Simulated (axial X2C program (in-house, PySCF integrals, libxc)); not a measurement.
Outer orbitals of RuF at 1.907 Å, B97-3

Calculated with an in-house relativistic program for diatomic molecules. Spin-free means the one-electron spin-free X2C Hamiltonian; two-component (2c) means X2C with spin–orbit coupling and atomic mean-field two-electron Coulomb and Gaunt terms, so the difference of the two also holds small scalar two-electron terms. Basis: Ru dyall-cv3z [12s12p8d5f3g], F dyall-av3z [7s6p3d2f] (cores contracted in-house); Gaussian nuclei, density fitting, unrestricted open shells. Masses: Ru 101.904 u, F 18.998 u.

The distance is close to the 2c PBE0 minimum; the highest filled and lowest empty levels are listed.

Spin-free orbitals, state M_S = 3/2, Λ = 3 (beyond evenly filled blocks: σα, π+α, π+β, π-α, δ+α, δ+β, δ-α) (Löwdin shares):

| symmetry | occupied | ε (eV) | atomic character |
| --- | --- | --- | --- |
| σα | yes | -30.44 | 83% F s, 6% Ru d, 4% Ru p |
| σβ | yes | -30.21 | 82% F s, 6% Ru d, 4% Ru p |
| σα | yes | -11.44 | 74% F p, 22% Ru d |
| σβ | yes | -10.91 | 83% F p, 12% Ru d |
| π-α | yes | -10.55 | 76% F p, 20% Ru d |
| π+α | yes | -10.55 | 76% F p, 20% Ru d |
| π+β | yes | -10.22 | 83% F p, 13% Ru d, 2% Ru f |
| π-β | yes | -9.87 | 86% F p, 9% Ru d, 2% Ru f |
| δ-α | yes | -7.60 | 100% Ru d |
| δ+α | yes | -7.60 | 100% Ru d |
| π-α | yes | -7.03 | 78% Ru d, 17% F p, 2% Ru p |
| π+α | yes | -7.03 | 78% Ru d, 17% F p, 2% Ru p |
| σα | yes | -6.55 | 56% Ru d, 24% Ru s, 16% F p |
| δ+β | yes | -5.94 | 100% Ru d |
| π+β | yes | -5.66 | 84% Ru d, 10% F p, 3% Ru p |
| σβ | no | -2.83 | 68% Ru s, 15% Ru d, 7% F p |
| σα | no | -2.48 | 50% Ru s, 26% Ru p, 13% Ru d |
| π-β | no | -2.08 | 85% Ru d, 6% Ru p, 5% F p |
| δ-β | no | -1.99 | 100% Ru d |

Spinors with spin–orbit coupling (state Ω = 9/2):

```csv
ω,occupied,ε (eV),atomic character,λ mixture
1/2,yes,-30.46,"83% F s, 6% Ru d, 4% Ru p",100% σ
-1/2,yes,-30.23,"82% F s, 6% Ru d, 4% Ru p",100% σ
1/2,yes,-11.45,"74% F p, 22% Ru d",100% σ
-1/2,yes,-10.93,"83% F p, 12% Ru d","99% σ, 1% π"
-1/2,yes,-10.59,"76% F p, 20% Ru d","99% π, 1% σ"
3/2,yes,-10.54,"76% F p, 20% Ru d",100% π
1/2,yes,-10.25,"83% F p, 13% Ru d, 2% Ru f",100% π
-3/2,yes,-9.87,"86% F p, 9% Ru d, 2% Ru f",100% π
-3/2,yes,-7.74,100% Ru d,100% δ
5/2,yes,-7.48,100% Ru d,100% δ
-1/2,yes,-7.12,"77% Ru d, 17% F p, 2% Ru p","100% π, 0% σ"
3/2,yes,-7.00,"78% Ru d, 16% F p, 2% Ru p","98% π, 2% δ"
1/2,yes,-6.59,"57% Ru d, 23% Ru s, 17% F p","96% σ, 4% π"
3/2,yes,-6.07,99% Ru d,"98% δ, 2% π"
1/2,yes,-5.70,"82% Ru d, 10% F p, 3% Ru p","95% π, 5% σ"
-1/2,no,-2.84,"68% Ru s, 15% Ru d, 7% F p",100% σ
1/2,no,-2.47,"49% Ru s, 26% Ru p, 14% Ru d","99% σ, 1% π"
-3/2,no,-2.04,"85% Ru d, 6% Ru p, 5% F p",100% π
-5/2,no,-1.91,100% Ru d,100% δ
```

(1) How does the gap between the highest filled and lowest empty level change from the spin-free to the 2c table?

Mulliken charges and populations of the two-component result (they depend on the basis, above all on diffuse functions):

Ru 0.55 e (s 8.35 p 18.10 d 16.96 f 0.04 g 0.01), F -0.55 e (s 3.98 p 5.55 d 0.02). ⟨Lz⟩ = 3.00 ħ and ⟨Sz⟩ = 1.50 ħ (1.45 and 0.05 on the two atoms), which add up to Ω.

One determinant describes the state; a PBE0 search over occupations chose it and may have missed a lower one. Density functionals use the spin component along the axis (collinear). Other states lie close and PBE0, whose exact exchange favours high spin, may order them wrongly; the determinant shown need not be the ground state. The nearest other spin-free determinant of the search, M_S = 3/2, Λ = 2, lies 0.02 eV up at the distance of the search. Without a current term, density functionals place determinants with orbital angular momentum somewhat too high. With several unpaired electrons one determinant need not be a pure state. A state of lower Ω lies just above, and one determinant can place such states too high, so the state shown need not be the lowest. The search has Ω = 7/2 only 0.09 eV up.

Results:

(1) From 2.83 to 2.86 eV at B97-3, a change of 0.03 eV.
